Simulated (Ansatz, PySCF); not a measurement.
Breaking a bond: NaN, lowest singlet found (which spin is the ground state isn't settled by this scan).

- FCI = full CI/aug-cc-pVDZ, frozen core (Ansatz, a first-principles code)
- UKS-B3LYP/6-31G* = unrestricted B3LYP/6-31G*, spherical d run with PySCF
- RKS-BLYP = restricted BLYP/aug-cc-pVDZ (Ansatz)
- UCCSD = Ansatz with CCSD on UHF/aug-cc-pVDZ, frozen core

Energies are in kcal/mol, each relative to the lowest point of its own curve between 2.16 and 2.82 Å, where full CI is lowest.

```tsv
R / Å	FCI	UKS-B3LYP/6-31G*	RKS-BLYP	UCCSD
2.16	0.7	0.1	0.4	0.9
2.26	0.0	0.0	0.0	0.0
2.31	0.1	0.4	0.3	0.1
2.40	1.0	1.7	1.3	0.8
2.48	2.3	3.2	2.6	1.7
2.58	4.3	5.6	4.7	3.4
2.68	6.7	8.1	7.0	5.4
2.82	10.2	11.7	10.4	8.3
3.00	14.9	15.8	14.8	11.9
3.18	19.4	19.4	19.1	15.2
3.43	25.1	23.5	24.6	18.5
3.82	32.0	28.2	31.7	21.3
4.22	36.5	31.3	37.4	22.4
4.63	38.8	33.3	41.8	22.9
5.24	40.2	35.0	46.1	23.1
5.88	40.6	36.0	49.0	23.2
6.86	40.7	36.6	51.4	23.2
```

At the longest distance, 6.86 Å, RKS-BLYP lies highest above its minimum (51.4 kcal/mol) and UCCSD lowest (23.2 kcal/mol).

The scan ran from 1.70 to 8.08 Å; beyond the distances shown full CI changes its symmetry label. The unrestricted determinant behind UKS-B3LYP/6-31G*, UCCSD is spin-contaminated at 2.16 to 6.86 Å (<S²> up to 2.0, against 0.00 for a pure singlet). The restricted form behind RKS-BLYP keeps the bonding electrons paired and can't separate into open-shell fragments. The unrestricted solution behind UCCSD changes between 2.40 and 2.48 Å, which can leave a kink.
